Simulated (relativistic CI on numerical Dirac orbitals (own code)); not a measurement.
**Au3+: 4f photoemission**

Computed with this model: Dirac-Coulomb-Breit CI, orbitals from a KLI potential per configuration, QED by a radiative potential, multiplet model of photoemission in the sudden approximation, unscaled Slater integrals; configurations [Xe] 4f14 5d8 → [Xe] 4f13 5d8; 80 K; Lorentzian 0.25 eV and Gaussian 0.5 eV FWHM. Energies are those of the free ion, without screening or charge transfer. The energies are binding energies and can lie tens of eV above those of solids. S is read from ⟨S²⟩ = S(S + 1).

Field parameters in Wybourne normalisation: Td as Oh with Dq negative (B⁴₀ = 21Dq, B⁴₄ = √(5/14) B⁴₀). The field is a parameter set, without covalency.

free ion: ground-state S = 0.98, centroid 129.71 eV. Peaks (eV, height): 127.7 (100), 131.3 (40), 132.0 (53), 132.9 (27).

Td, 10Dq = -3100 cm⁻¹: ground-state S = 0.98, centroid 129.71 eV. Peaks (eV, height): 127.7 (100), 131.5 (46), 132.0 (44), 133.0 (20).

Td, 10Dq = -8600 cm⁻¹: ground-state S = 0.98, centroid 129.72 eV. Peaks (eV, height): 127.7 (100), 130.2 (10), 131.6 (55).

Td, 10Dq = -14100 cm⁻¹: ground-state S = 0.98, centroid 129.72 eV. Peaks (eV, height): 127.7 (100), 131.7 (56).

Td, 10Dq = -19600 cm⁻¹: ground-state S = 0.98, centroid 129.73 eV. Peaks (eV, height): 127.7 (100), 129.1 (17), 131.8 (48).

Strongest unbroadened transitions for Td, 10Dq = -19600 cm⁻¹:

| Energy (eV) | Relative strength |
| --- | --- |
| 127.63 | 56.0 |
| 127.72 | 100.0 |
| 127.83 | 35.3 |
| 128.11 | 13.9 |
| 128.34 | 16.9 |
| 129.12 | 9.6 |
| 131.09 | 15.1 |
| 131.10 | 7.8 |
| 131.35 | 7.0 |
| 131.42 | 12.3 |
| 131.46 | 8.4 |
| 131.57 | 8.4 |
| 131.77 | 10.9 |
| 131.85 | 27.4 |
| 131.87 | 7.4 |
| 132.01 | 15.2 |
| 132.34 | 9.5 |
| 132.58 | 7.2 |
